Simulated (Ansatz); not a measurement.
The first iterations of a band of F4H2SZr (8 atoms, charge 0, multiplicity 1).

Level of theory: RHF/def2-SVP in Ansatz 0.2.0.

* movable images: 2
* climbing image: yes
* spring: 5.0 eV/Å²
* optimiser: quadratic models (default)
* start path: through a guess of the saddle point
* force threshold: 0.05 eV/Å
* iteration limit: 60
* end points: relaxed

Initial state:

```xyz
8
Properties=species:S:1:pos:R:3
Zr 0.082 0.011 -0.079
F 0.282 -0.387 1.782
F 1.882 -0.004 -0.689
F -0.455 1.807 -0.451
F -0.700 -1.385 -1.129
S -2.864 -0.031 0.821
H -2.952 -1.314 1.181
H -2.745 0.430 2.069
```

Final state:

```xyz
8
Properties=species:S:1:pos:R:3
Zr -0.721 -0.082 -0.130
F -0.478 0.999 2.048
F 0.913 -0.658 0.711
F -0.694 1.733 -0.702
F -0.747 -1.069 -1.749
S -2.826 -0.863 0.949
H -3.200 -1.639 -0.076
H 0.284 0.706 2.454
```

| iteration | highest image above the first end (eV) | largest band force component (eV/Å) |
| --- | --- | --- |
| 1 | 8.646 | 53.122 |
| 2 | 6.624 | 41.041 |
| 3 | 2.803 | 14.213 |
| 4 | 1.549 | 4.995 |
| 5 | 1.298 | 2.467 |
| 6 | 1.282 | 1.121 |
| 7 | 1.210 | 0.776 |
| 8 | 1.163 | 0.621 |

Does the band converge within its limit, and where does its top end?

It converged. It ended after 26 iterations with the highest image 1.504 eV above the first end. Neighbouring images differ by up to 1.3 eV, so the band resolves the path poorly. Another band between the same ends (7 images) ends at a top of the same energy, where a vibrational analysis finds 1 clearly imaginary mode. So few images can step over the top or miss a turn of the path. The orbitals stay closed-shell, which can raise the energy where a bond breaks towards radicals; this wasn't checked here.

Time of the run: 95 s on 2 threads of Arm Neoverse V1 (shared host), peak memory 0.27 GiB.
